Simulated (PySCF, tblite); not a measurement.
Isomers of C5H5N2 (doublet state), one GFN2-xTB conformer each. Single-point energies are computed at B3LYP/pcH-1 (PySCF, gas phase, no added dispersion term), electronic only. GFN2-xTB treats the open shell by occupation alone, and not every SCF solution was tested for stability.

Question: Rank them by B3LYP/pcH-1 energy, lowest first (kJ/mol).
A. `[H]/[C:1]=[C:2](/[CH2:3][C:4]#[N:5])[N:6]=[CH2:7]` (doublet state) with C1–C2–C3–C4 -107°, C1–C2–N6–C7 49°
B. `[CH2:1]=[C:2][n:3]1[cH:4][cH:5][n:6][cH:7]1` (doublet state) with C1–C2–N3–C4 -102°

Answer: B (0.0), A (86.2).

GFN2-xTB itself gives, in the same order: 0.0, 232.5. Both levels put the same isomer lowest.

Q: What happens when harmonic zero-point energies from GFN2-xTB frequencies are added?

A: 
```tsv
SMILES	ZPE (kJ/mol)	electronic (kJ/mol)	with ZPE (kJ/mol)
C=[C]n1ccnc1	228.2	0.0	0.0
[H]/[C]=C(/CC#N)N=C	219.6	86.2	77.7
```

The zero-point energies span 8.6 kJ/mol. The order is unchanged.
